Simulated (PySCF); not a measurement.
SMILES FC(F)(F)c1ccc([SiH3])cc1, GFN2-xTB optimised geometry.

```
18

F     -0.97    -3.61     0.60
C     -1.63    -2.62    -0.03
F     -2.84    -2.55     0.54
F     -1.84    -3.06    -1.29
C     -0.88    -1.32     0.00
C     -1.58    -0.12    -0.01
C     -0.89     1.07    -0.01
C      0.50     1.10     0.00
Si     1.43     2.75    -0.01
C      1.18    -0.12     0.00
C      0.51    -1.32     0.00
H     -2.66    -0.13    -0.01
H     -1.44     2.00    -0.01
H      2.84     2.50     0.28
H      1.27     3.36    -1.34
H      0.84     3.61     1.01
H      2.26    -0.12     0.00
H      1.04    -2.26     0.01
```

Density from PBE/def2-SVP (PySCF) at that geometry.

Minimum of the electron density along straight lines between bonded atoms, close to the bond critical point (lines longer than 1.1 times the sum of covalent radii, or with two minima, are not listed):

```tsv
bond	length / Å	ρ at the minimum / e bohr⁻³	∇²ρ there / e bohr⁻⁵	position (fraction from the first atom)
F1–C2	1.343	0.275	-0.27	0.66
C2–F3	1.342	0.276	-0.27	0.35
C2–F4	1.350	0.273	-0.31	0.35
C2–C5	1.500	0.267	-0.66	0.53
C5–C6	1.389	0.306	-0.74	0.51
C6–C7	1.382	0.310	-0.77	0.50
C7–C8	1.392	0.304	-0.73	0.50
C8–Si9	1.893	0.111	0.31	0.62
C8–C10	1.391	0.304	-0.73	0.50
C5–C11	1.388	0.306	-0.74	0.51
C10–C11	1.382	0.310	-0.77	0.50
C6–H12	1.080	0.283	-1.07	0.64
C7–H13	1.080	0.282	-1.06	0.63
Si9–H14	1.462	0.117	0.31	0.49
Si9–H15	1.464	0.116	0.32	0.49
Si9–H16	1.464	0.117	0.32	0.49
C10–H17	1.080	0.282	-1.06	0.63
C11–H18	1.080	0.283	-1.07	0.64
```
